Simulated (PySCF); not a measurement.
## Two-component Hartree-Fock for Ge²⁺ (germanium, charge +2)

Start: [Ar] 3d9 4s2 5s1; 3d3/2 filled at m_j = -3/2, -1/2, +1/2, +3/2; 3d5/2 filled at m_j = -3/2, -1/2, +1/2, +3/2, +5/2; 5s1/2 filled at m_j = +1/2. Calculated with PySCF 2.14 in x2c-TZVPall-2c with one added diffuse shell each of s, p, d type (7s8p5d1f, 63 functions): generalised Hartree-Fock with the X2C-1e Hamiltonian and a Gaussian nucleus; one run each with spin-orbit coupling (SO) switched off, then screened by Boettger's factors. This is a chosen level, not necessarily the ground level.

```json
{"spinor shell": "1s1/2", "electrons": "2", "ε, spin-free (eV)": "-11220.0", "ε, screened SO (eV)": "-11219.7", "weight of nominal j (screened SO)": "1.000", "rms radius, screened SO (bohr)": "0.0542"}
{"spinor shell": "2s1/2", "electrons": "2", "ε, spin-free (eV)": "-1495.4", "ε, screened SO (eV)": "-1495.3", "weight of nominal j (screened SO)": "1.000", "rms radius, screened SO (bohr)": "0.227"}
{"spinor shell": "2p1/2", "electrons": "2", "ε, spin-free (eV)": "-1307.0", "ε, screened SO (eV)": "-1329.2", "weight of nominal j (screened SO)": "0.999", "rms radius, screened SO (bohr)": "0.201"}
{"spinor shell": "2p3/2", "electrons": "4", "ε, spin-free (eV)": "-1307.0", "ε, screened SO (eV)": "-1296.2", "weight of nominal j (screened SO)": "1.000", "rms radius, screened SO (bohr)": "0.204"}
{"spinor shell": "3s1/2", "electrons": "2", "ε, spin-free (eV)": "-239.48", "ε, screened SO (eV)": "-239.46", "weight of nominal j (screened SO)": "1.000", "rms radius, screened SO (bohr)": "0.661"}
{"spinor shell": "3p1/2", "electrons": "2", "ε, spin-free (eV)": "-178.89", "ε, screened SO (eV)": "-183.41", "weight of nominal j (screened SO)": "0.961", "rms radius, screened SO (bohr)": "0.684"}
{"spinor shell": "3p3/2", "electrons": "4", "ε, spin-free (eV)": "-178.89", "ε, screened SO (eV)": "-176.68", "weight of nominal j (screened SO)": "0.980", "rms radius, screened SO (bohr)": "0.694"}
{"spinor shell": "3d3/2", "electrons": "4", "ε, spin-free (eV)": "-81.345", "ε, screened SO (eV)": "-82.263", "weight of nominal j (screened SO)": "0.849", "rms radius, screened SO (bohr)": "0.765"}
{"spinor shell": "3d5/2", "electrons": "5", "ε, spin-free (eV)": "-81.345", "ε, screened SO (eV)": "-80.637", "weight of nominal j (screened SO)": "0.879", "rms radius, screened SO (bohr)": "0.771"}
{"spinor shell": "4s1/2", "electrons": "2", "ε, spin-free (eV)": "-40.241", "ε, screened SO (eV)": "-40.240", "weight of nominal j (screened SO)": "1.000", "rms radius, screened SO (bohr)": "1.95"}
{"spinor shell": "5s1/2", "electrons": "1", "ε, spin-free (eV)": "-14.373", "ε, screened SO (eV)": "-14.373", "weight of nominal j (screened SO)": "0.996", "rms radius, screened SO (bohr)": "4.73"}
```

```csv
quantity,spin-free,screened SO
E (hartree),-2094.55929,-2094.64500
M_J,3,3
⟨J²⟩,12.030,12.030
⟨L²⟩,6.030,6.032
⟨S²⟩,2.000,2.002
```

Each row is a mean over spinors that exchange with the open shell spreads, by up to 9.127 eV (3p3/2).

Rows whose weight is well below 1 are mixtures of j = l ± 1/2: exchange outweighs spin-orbit coupling there, and the label is only the starting occupation.

Without spin-orbit coupling the j labels of p, d and f shells carry no meaning; the spin-free column gives the mean over the occupied spinors of each nl shell.
